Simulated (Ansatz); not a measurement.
The cluster TiS2⁺, relaxed as a quartet with UKS PBE0-D4/def2-TZVP in Ansatz, starting from the PBE0-D4/def2-TZVP geometry of the charge +1 doublet. Force threshold 0.02 eV/Å.

The relaxation made no stability test and no search for a lower SCF solution. At PBE0-D4/def2-TZVP a doublet of charge 1 lies 0.18 eV below the quartet, each at its own geometry. That doublet is doubtful there (⟨S²⟩ 1.43, where a pure state has 0.75). The structure comes from a short search, and lower isomers may exist.

Start:

```
atom   x (Å)   y (Å)   z (Å)
 Ti1  -1.115   0.418   0.688
  S2   0.082  -1.049  -0.604
  S3   1.032   0.631  -0.084
```

(1) Estimate the energy that the relaxation releases and the steps that it takes.

(2) Does the start keep its bonding and symmetry?

(3) Predict the relaxed structure.

## Answers

(1) 0.11 eV, in 4 steps; 5.5 s on 4 threads of Intel Xeon Platinum 8375C on a shared host. No frequencies were taken in this run, so the end may be a saddle point.

(2) By distances, no bond broke or formed. The bond that changes most is Ti1–S2, from 2.29 to 2.39 Å (atoms count from 1). Point group C2v at the start, C2v at the end, both within 0.05 Å.

(3) 
Cartesian coordinates in Å:
```
Ti -1.174 0.440 0.724
S 0.118 -1.050 -0.619
S 1.056 0.610 -0.106
```
Bond lengths: 2 × S–Ti 2.39 Å; 1 × S–S 1.97 Å.
